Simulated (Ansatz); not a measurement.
Relaxation of C$_{2}$H$_{4}$OSi (8 atoms, charge 0, multiplicity 1), to a largest force component of 0.015 eV/Å in at most 40 steps.

Level of theory: RKS CAM-B3LYP-D4/def2-SVP (Ansatz 0.2.0).

```xyz
8
Properties=species:S:1:pos:R:3:forces:R:3
O 1.765 1.797 -0.426 -0.01 0.06 -0.07
C 0.780 1.089 -0.493 0.57 0.63 -0.19
C 0.480 0.001 0.387 0.68 -1.11 1.70
Si 1.515 -0.497 1.737 -0.88 0.75 -1.48
H 0.021 1.262 -1.287 -0.12 0.08 -0.19
H -0.447 -0.523 0.177 -0.24 -0.28 0.10
H 1.219 -1.603 2.638 -0.30 -0.37 0.14
H 2.774 0.144 2.094 0.30 0.24 0.00
```

Task: Where does it end, and by what steps?

Result: The forces met the threshold. After 5 steps the energy has fallen by 0.091 eV; H6 moved furthest, 0.07 Å.

```csv
step,energy less start (eV),largest force component (eV/Å),accepted
0,0.0000,1.697,yes
1,-0.0807,0.696,yes
2,-0.0905,0.157,yes
3,-0.0906,0.121,yes
4,-0.0865,0.265,no
5,-0.0912,0.004,yes
```

```xyz
8
Properties=species:S:1:pos:R:3
O 1.782 1.787 -0.403
C 0.795 1.088 -0.481
C 0.481 -0.024 0.413
Si 1.512 -0.473 1.710
H 0.041 1.277 -1.286
H -0.446 -0.573 0.230
H 1.161 -1.606 2.593
H 2.783 0.194 2.051
```

Time of the run: 8.7 s on 2 threads of Intel(R) Xeon(R) Platinum 8488C (Sapphire Rapids) (shared host), peak memory 0.19 GiB.
